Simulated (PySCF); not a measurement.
C₄H₅, multiplicity 2. Atoms are numbered in the order given.

```xyz
9

C     -0.0264    -1.9406     0.0000
C      0.4245    -0.6874     0.0000
C     -0.4123     0.5178     0.0000
C      0.0803     1.7764     0.0000
H     -0.9940    -2.4610     0.0000
H      1.5202    -0.5128     0.0000
H     -1.5046     0.3585     0.0000
H      1.1663     1.9659     0.0000
H     -0.5848     2.6529     0.0000
```
Charge 0, spin multiplicity 2.

Geometry: PBE-D3(BJ)/def2-SVP. The isomer is the one that the SMILES or the coordinates give; other isomers of the formula were not compared. The values are those of a single conformer.

All values below come from PySCF with PBE-D3(BJ)/def2-SVP.

Harmonic, unscaled wavenumbers; measured fundamentals usually lie a few per cent lower.

Computed vibrational spectrum:
```tsv
mode	ν (cm⁻¹)	IR (km/mol)	moving atoms (share of kinetic energy)
1	170	0.3	C 68 %, H 32 %
2	281	0.5	C 61 %, H 39 %
3	468	2.4	C 63 %, H 37 %
4	564	0.0	H 82 %, C 18 %
5	693	40.1	H 64 %, C 36 %
6	806	40.5	H 61 %, C 39 %
7	867	2.1	H 76 %, C 24 %
8	889	50.4	H 66 %, C 34 %
9	907	3.6	H 63 %, C 37 %
10	992	22.1	H 91 %, C 9 %
11	1127	0.5	C 63 %, H 37 %
12	1195	1.7	H 85 %, C 15 %
13	1260	1.4	H 77 %, C 23 %
14	1370	2.3	H 82 %, C 18 %
15	1600	4.9	C 92 %
16	1636	6.1	C 88 %, H 12 %
17	3022	4.1	H 92 %
18	3074	5.6	H 95 %
19	3091	6.7	H 91 %, C 9 %
20	3178	0.8	H 91 %, C 9 %
21	3178	5.8	H 89 %, C 11 %
```
